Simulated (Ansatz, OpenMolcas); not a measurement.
**C3H8Si (SMILES CC(C)[SiH]): methods side by side**

The species is C3H8Si (12 atoms), meant as a singlet with charge 0. As SMILES, `CC(C)[SiH]`. The coordinates come from a PBE0-D4/def2-TZVP relaxation. This is one conformer, not always the lowest.

Each level gives the vertical ionisation energy (to the doublet cation) (eV). The values are calculated.

```csv
level,kind,program,value (eV),CPU time (all runs)
TPSS/6-31G* (spherical functions),meta-GGA,OpenMolcas,8.01,2.2 min
BHLYP/6-31G* (spherical functions),global hybrid,Ansatz,8.12,12 s
PBE0/6-31G* (spherical functions),global hybrid,Ansatz,8.11,13 s
CAM-B3LYP/6-31G* (spherical functions),range-separated hybrid,Ansatz,8.20,14 s
wB97X/6-31G* (spherical functions),range-separated hybrid,Ansatz,8.22,51 s
RPA@PBE/6-31G* (spherical functions),RPA,Ansatz,8.00,14 s
BCCD(T)/6-31G* (spherical functions),coupled cluster or CI,Ansatz,7.93,40 s
CCSD/6-31G* (spherical functions),coupled cluster or CI,Ansatz,7.93,25 s
```

The values span 7.93 to 8.22 eV. Times are those of the runs behind each value, whatever else they computed, on shared processors of several kinds: orders of magnitude only.
